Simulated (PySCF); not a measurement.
A species of formula C7H12FN3 has this rotational fingerprint, computed with PBE0/pcSseg-1 in PySCF (dipole) on a GFN2-xTB geometry, gas phase:

| Item | Value |
| --- | --- |
| Rotational constants | A = 1893, B = 760.9, C = 743.5 MHz |
| Dipole components | \|μa\| = 1.96 D, \|μb\| = 0.36 D, \|μc\| = 0.43 D |
| Inertial defect | -251.46 u·Å² |
| κ | -0.97 |

**Question.** Which candidate fits, each taken in the one conformer that was computed?
A. `[CH3:1][CH2:2][C:3]([CH3:4])([CH3:5])[n:6]1[n:7][cH:8][c:9]([F:10])[n:11]1` with C1–C2–C3–C4 180°, C2–C3–N6–N7 -120°
B. `[CH3:1][C:2]([CH3:3])([CH3:4])[CH2:5][n:6]1[n:7][n:8][cH:9][c:10]1[F:11]` with C2–C5–N6–N7 -80°
C. `[CH3:1][CH2:2][C:3]([CH3:4])([CH3:5])[n:6]1[n:7][n:8][cH:9][c:10]1[F:11]` with C1–C2–C3–C4 178°, C2–C3–N6–N7 -117°

**Answer.** A. It is CCC(C)(C)n1ncc(F)n1, a near-prolate asymmetric top, point group C1. The candidates at the same level (rigid rotor, commonest isotopes):

```tsv
SMILES	A (MHz)	B (MHz)	C (MHz)	μa (D)	μb (D)	μc (D)	Δ (u·Å²)	point group	rotor
CCC(C)(C)n1nncc1F	1530	992.0	897.0	2.64	2.54	0.19	-276.36	C1	asymmetric top
CCC(C)(C)n1ncc(F)n1	1893	760.9	743.5	1.96	0.36	0.43	-251.46	C1	near-prolate asymmetric top
CC(C)(C)Cn1nncc1F	1956	834.3	688.8	2.34	2.68	0.35	-130.42	C1	asymmetric top
```

`CC(C)(C)Cn1nncc1F` has B 10 % too high; `CCC(C)(C)n1nncc1F` has B 30 % too high. No structure here is proved a minimum.
